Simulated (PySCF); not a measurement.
Input file for PySCF: R-M06-2X/def2-TZVPP on CH5ClGe (SMILES [CH3][GeH2][Cl]), a point of a torsion scan.

```python
from pyscf import gto, dft

mol = gto.M(
    atom='''
    C    -1.06633159    0.14996241    0.03994038
    Ge    0.86037877   -0.26377184   -0.04763216
    Cl    1.09024995   -2.30972807   -0.47197045
    H    -1.47518292   -0.14462336    1.00365496
    H    -1.60234089   -0.38577650   -0.73932326
    H    -1.24238028    1.21387234   -0.09005723
    H     1.57032161    0.49570064   -1.14583998
    H     1.58530872    0.01877322    1.24820286
    ''',
    basis='def2-tzvpp',
    charge=0, spin=0, verbose=4, max_memory=1800)
mf = dft.RKS(mol, xc='m062x').density_fit(auxbasis='def2-universal-jkfit')
mf.grids.level = 4
mf.conv_tol = 1e-9
mf.max_cycle = 150
mf.kernel()
mf.dip_moment()
```

Program output:

```
PySCF version 2.14.0

[INPUT] verbose = 4
[INPUT] num. atoms = 8
[INPUT] num. electrons = 60
[INPUT] charge = 0
[INPUT] spin (= nelec alpha-beta = 2S) = 0
[INPUT] symmetry False subgroup None
[INPUT] Mole.unit = angstrom
[INPUT] Symbol           X                Y                Z      unit          X                Y                Z       unit  Magmom
[INPUT]  1 C     -1.066331590000   0.149962410000   0.039940380000 AA   -2.015074663072   0.283387883880   0.075476379511 Bohr   0.0
[INPUT]  2 Ge     0.860378770000  -0.263771840000  -0.047632160000 AA    1.625880238690  -0.498456536973  -0.090011737121 Bohr   0.0
[INPUT]  3 Cl     1.090249950000  -2.309728070000  -0.471970450000 AA    2.060273812821  -4.364753474520  -0.891894889388 Bohr   0.0
[INPUT]  4 H     -1.475182920000  -0.144623360000   1.003654960000 AA   -2.787691702436  -0.273298541614   1.896632997961 Bohr   0.0
[INPUT]  5 H     -1.602340890000  -0.385776500000  -0.739323260000 AA   -3.027985440292  -0.729011930293  -1.397118478921 Bohr   0.0
[INPUT]  6 H     -1.242380280000   1.213872340000  -0.090057230000 AA   -2.347758471760   2.293886272785  -0.170183500237 Bohr   0.0
[INPUT]  7 H      1.570321610000   0.495700640000  -1.145839980000 AA    2.967477770386   0.936738449372  -2.165323744777 Bohr   0.0
[INPUT]  8 H      1.585308720000   0.018773220000   1.248202860000 AA    2.995799303685   0.035476244276   2.358761553299 Bohr   0.0

nuclear repulsion = 273.382630853335
number of shells = 71
number of NR pGTOs = 289
number of NR cGTOs = 191
basis = def2-tzvpp
ecp = {}


******** <class 'pyscf.df.df_jk.DFRKS'> ********
method = DFRKS
initial guess = minao
damping factor = 0
level_shift factor = 0
DIIS = <class 'pyscf.scf.diis.CDIIS'>
diis_start_cycle = 1
diis_space = 8
diis_damp = 0
SCF conv_tol = 1e-09
SCF conv_tol_grad = None
SCF max_cycles = 150
direct_scf = False
XC library pyscf.dft.libxc version 7.1.2
    S. Lehtola, C. Steigemann, M. J. T. Oliveira, and M. A. L. Marques,  SoftwareX 7, 1–5 (2018)
XC functionals = m062x
    Y. Zhao and D. G. Truhlar,  Theor. Chem. Acc. 120, 215 (2008)
    Y. Zhao and D. G. Truhlar,  Theor. Chem. Acc. 120, 215 (2008)
radial grids:
    Treutler-Ahlrichs [JCP 102, 346 (1995); DOI:10.1063/1.469408] (M4) radial grids

becke partition: Becke, JCP 88, 2547 (1988); DOI:10.1063/1.454033
pruning grids: <function nwchem_prune>
grids dens level: 4
symmetrized grids: False
atomic radii adjust function: <function treutler_atomic_radii_adjust>
small_rho_cutoff = 0
Set gradient conv threshold to 3.16228e-05
Initial guess from minao.
tot grids = 166024
******** <class 'pyscf.df.df.DF'> ********
auxbasis = def2-universal-jkfit
init E= -2577.80133878345
  HOMO = -0.341869190773422  LUMO = 0.00138479767422635  gap/eV = 9.34042
cycle= 1 E= -2578.31251417361  delta_E= -0.511  |g|= 0.516  |ddm|= 2.02
  HOMO = -0.333962524517861  LUMO = 0.0346237066032945  gap/eV = 10.02974
cycle= 2 E= -2578.32039425173  delta_E= -0.00788  |g|= 0.528  |ddm|= 0.598
  HOMO = -0.357500905490396  LUMO = 0.0478841031944597  gap/eV = 11.03109
cycle= 3 E= -2578.3535757244  delta_E= -0.0332  |g|= 0.0184  |ddm|= 0.276
  HOMO = -0.360795381221001  LUMO = 0.0486567750586767  gap/eV = 11.14176
cycle= 4 E= -2578.35365944289  delta_E= -8.37e-05  |g|= 0.0104  |ddm|= 0.0296
  HOMO = -0.359483724046609  LUMO = 0.0489394113718278  gap/eV = 11.11376
cycle= 5 E= -2578.35368455483  delta_E= -2.51e-05  |g|= 0.00254  |ddm|= 0.0114
  HOMO = -0.359674423549759  LUMO = 0.0488942553893671  gap/eV = 11.11772
cycle= 6 E= -2578.35368539525  delta_E= -8.4e-07  |g|= 0.000287  |ddm|= 0.00206
  HOMO = -0.359686567613175  LUMO = 0.0488854644212758  gap/eV = 11.11781
cycle= 7 E= -2578.35368541331  delta_E= -1.81e-08  |g|= 0.000127  |ddm|= 0.000386
  HOMO = -0.359683796466632  LUMO = 0.0488940320220268  gap/eV = 11.11797
cycle= 8 E= -2578.35368541658  delta_E= -3.27e-09  |g|= 1.75e-05  |ddm|= 9.2e-05
  HOMO = -0.359686108064764  LUMO = 0.0488919814495391  gap/eV = 11.11798
cycle= 9 E= -2578.35368541669  delta_E= -1.15e-10  |g|= 4.79e-06  |ddm|= 2.82e-05
  HOMO = -0.359685242064752  LUMO = 0.0488927077979934  gap/eV = 11.11797
Extra cycle  E= -2578.35368541669  delta_E= -1.82e-12  |g|= 3.78e-06  |ddm|= 6.31e-06
converged SCF energy = -2578.35368541669
Dipole moment(X, Y, Z, Debye): -0.87473,  1.85232,  0.40541
```

Self-consistency was reached.

Cost: about 27 core-seconds (a rough figure).
